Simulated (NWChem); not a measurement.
# Cl2Si in NWChem

```xyz
3

Si     0.0000     0.0000    -0.9417
Cl    -1.6401     0.0000     0.3877
Cl     1.6401     0.0000     0.3877
```
Charge 0, spin multiplicity 1.

The numbers come from NWChem runs, not from measurements. The geometry was optimised at PBE/def2-SVP, a minimum by its harmonic frequencies.

Symmetry labels belong to the abelian group C2v used in the runs, with the axes of the coordinates shown.

The correlated methods keep 15 core orbitals frozen. The structure started from a generated list of species.

### Question
List the 4 singlet excitations that EOM-CCSD/aug-cc-pVDZ, 15 core orbitals frozen gives, with oscillator strengths.

### Answer
| state | symmetry | energy (eV) | wavelength (nm) | f |
|---|---|---|---|---|
| 1 | b2 | 3.96 | 313 | 0.032 |
| 2 | a2 | 5.31 | 233 | 0.000 |
| 3 | b1 | 5.96 | 208 | 0.030 |
| 4 | a1 | 6.68 | 186 | 0.053 |
These are the lowest roots of each symmetry, so higher states are missing between them.
